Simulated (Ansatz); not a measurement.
Species: sum formula H$_{2}$SiOBr$_{3}$, charge 1, multiplicity 1. It need not be the lowest isomer of its formula. 
Structure (B3LYP-D3(BJ)/def2-TZVP (Ansatz, an electronic-structure program) minimum search):
```
Si
O 1 1.8501
H 2 0.9742 1 121.22
H 2 0.9742 3 111.66 1 153.24
Br 1 2.1604 2 100.31 3 -44.34
Br 1 2.1604 2 100.31 3 -164.96
Br 1 2.1624 2 104.50 3 75.35
```
Charge +1, spin multiplicity 1.

Basis-set convergence of Hartree-Fock and CCSD correlation energies (hartree) with Ansatz. Valence correlation only, unless marked. No spin-orbit coupling. The frozen core is the preceding noble-gas configuration, with the filled d and f shells of earlier blocks. Non-relativistic.

```csv
basis,functions,E(HF),"E(corr, CCSD)"
def2-SVP,138,-8081.00822,-0.67534
def2-TZVPP,245,…,…
```

Question: Complete the blanks.

Answer: 
- def2-TZVPP, E(HF): -8082.16294
- def2-TZVPP, E(corr, CCSD): -0.87737
